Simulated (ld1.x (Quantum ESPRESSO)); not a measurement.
**tungsten (W), PAW: configuration errors across variants**

| Property | Result |
| --- | --- |
| Element | tungsten (W) |
| Generator | ld1.x (Quantum ESPRESSO) 7.5 |
| Type | PAW |
| Functional | LDA (PZ) |
| Relativity | scalar-relativistic |
| Frozen core | [Kr] 4d10 4f14 5s2 |
| Valence charge | 12 |
| Reference configuration | 5p6 5d4 6s1 6p1 |
| Partial waves | 6s (bound): rcut 2.15, rcutus 3.00 bohr; 6s channel at -0.1 Ry: rcut 2.15, rcutus 3.00 bohr; 5p (bound): rcut 2.05, rcutus 2.20 bohr; 6p (bound): rcut 2.05, rcutus 2.20 bohr; 5d (bound): rcut 2.55, rcutus 2.80 bohr; 5d channel at 3.9 Ry: rcut 2.55, rcutus 2.80 bohr |
| Local potential | all-electron potential smoothed inside 2.05 bohr (lloc = -2) |
| Core correction | Bessel-smoothed model core inside 1.15 bohr |
| Augmentation charge | PSQ, inside the norm-conserving radii |

All-electron excitation energies from the reference (eV): (1) 5p6 5d4 6s2 6p0 -4.574; (2) 5p6 5d4 6s1 6p0 4.560; (3) 5p6 5d4 6s0 6p0 20.586; (4) 5p6 5d5 6s1 6p0 -3.025; (5) 5p6 5d4.5 6s1.5 6p0 -3.877; (6) 5p6 5d4 6s0 6p1 10.116; (7) 5p6 5d5 6s0 6p0 5.411; (8) 5p6 5d4 6s1 6p1 spin -3.513; (9) 5p6 5d4 6s2 6p0 spin -6.508.

Spin tests fill each open shell by Hund’s rule, majority spin first.

Tests that are not counted but printed errors over 1 eV. “local potential all-electron potential smoothed inside 3.46 bohr (lloc = -2)”: 5p6 5d5 6s1 6p0 (solver errors, printed error -984 eV); 5p6 5d4 6s2 6p0 (solver errors, printed error -977 eV); 2 more.

1 further variants failed, have other tests or another functional or relativity, and are left out.

Errors AE − PS in meV (a dash: test not solved or not reliable):

| change | (1) | (2) | (3) | (4) | (5) | (6) | (7) | (8) | (9) | bound ghosts |
| --- | --- | --- | --- | --- | --- | --- | --- | --- | --- | --- |
| base | +2.4 | -0.4 | -5.8 | 0.0 | +1.8 | -2.1 | -9.3 | -19 | -13 | none |
| local potential all-electron potential smoothed inside 3.46 bohr (lloc = -2) | – | – | – | – | – | – | – | – | – | none |
| core correction Bessel-smoothed model core inside 1.18 bohr | +2.4 | -0.4 | -5.8 | 0.0 | +1.8 | -2.1 | -9.3 | -19 | -13 | none |
| augmentation GAUSS, radius 1.45 bohr | +11 | +0.3 | +2.2 | +8.1 | +0.3 | +1.1 | +5.5 | -21 | -8.8 | none |
| local potential all-electron potential smoothed inside 2.45 bohr (lloc = -1) | +3.3 | +0.4 | -4.9 | +3.2 | +3.9 | -1.4 | -9.0 | -19 | -11 | none |
| wave 6s channel at -0.1 Ry: rcut 2.15, rcutus 3.00 bohr becomes 6s channel at 2.75 Ry: rcut 2.15, rcutus 3.00 bohr | +3.6 | -0.4 | -5.7 | +2.3 | +4.0 | -2.1 | -9.3 | -19 | -11 | none |

Q: Give the same row for: waves 6s (bound): rcut 2.15, rcutus 4.56 bohr; 6s channel at -0.1 Ry: rcut 2.15, rcutus 4.56 bohr.

A: +6.9, +3.4, -5.7, +24, +19, -2.3, -9.1, -15, –; bound ghosts: none.
